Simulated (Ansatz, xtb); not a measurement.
**ClH2OSn+: which of two structures lies lower**

Structure I: `[OH][SnH+][Cl]`, a singlet. Structure II: a singlet given by its coordinates. Both are isolated ions in the gas phase, relaxed with r2SCAN-D4/def2-SVP; the shapes shown needn't be the lowest conformers.

I (Å):

```yaml
atoms:
  - { symbol: Cl, position_ang: [2.5094, 2.0829, -2.5461] }
  - { symbol: O, position_ang: [0.9394, 0.1910, -0.1968] }
  - { symbol: Sn, position_ang: [1.5619, 1.9875, -0.4924] }
  - { symbol: H, position_ang: [0.5042, -0.0012, 0.6553] }
  - { symbol: H, position_ang: [1.4578, 3.3208, 0.5497] }
```

II (Å):

```xyz
5

Cl   -1.7235   -0.9563    0.3413
O     1.3228   -0.4110    0.6876
Sn    0.4430    0.4031   -0.8367
H     2.2436   -0.3829    0.9927
H    -2.7565   -0.7106   -0.4072
```

Close contacts (Å): Cl1–Sn3 2.82, O2–Sn3 1.94, Cl1–H5 1.30, O2–H4 0.97.

Which of the two would you expect CCSD(T)/def2-TZVPP electronic energies to favour?

Structure II; the calculation gives E(II) − E(I) = −1.097 eV.

Level by level:

```
                       level            geometry  E(II) − E(I) (eV)  departure from the last row (eV)  job, with rough time for the two
                    GFN2-xTB            GFN2-xTB              −2.441                            −1.344              optimisation, 0.36 s
                   HF/STO-3G            GFN2-xTB              +1.701                            +2.798               single point, 1.8 s
r2SCAN-D4/def2-SVP//GFN2-xTB            GFN2-xTB              −0.943                            +0.155               single point, 3.2 s
          r2SCAN-D4/def2-SVP  r2SCAN-D4/def2-SVP              −1.255                            −0.158                optimisation, 58 s
               HF/def2-TZVPP  r2SCAN-D4/def2-SVP              −1.044                            +0.053           part of the CCSD(T) run
              MP2/def2-TZVPP  r2SCAN-D4/def2-SVP              −1.215                            −0.118           part of the CCSD(T) run
          CCSD(T)/def2-TZVPP  r2SCAN-D4/def2-SVP              −1.097                                                  single point, 93 s
```

HF/STO-3G puts the two in the other order. The largest departure from CCSD(T)/def2-TZVPP is that of HF/STO-3G, 2.798 eV.

With harmonic frequencies from r2SCAN-D4/def2-SVP (ideal gas, rigid rotor, one conformer each, 298.15 K, 1 atm): on the last row, ΔE + ΔZPE = −1.092, ΔH = −1.068, ΔG = −1.133 eV.

The correlated steps freeze 10 core orbitals; the filled d shell of Sn is correlated, in a basis made for valence electrons. Atoms past krypton carry core potentials in the def2 sets, other sets are all-electron and non-relativistic, and no spin–orbit term is included. Run with Ansatz 0.2.0, xtb 6.7.1; the last row on 1 thread of Intel(R) Xeon(R) Platinum 8259CL CPU @ 2.50GHz (Skylake/Cascade Lake) on a shared host.
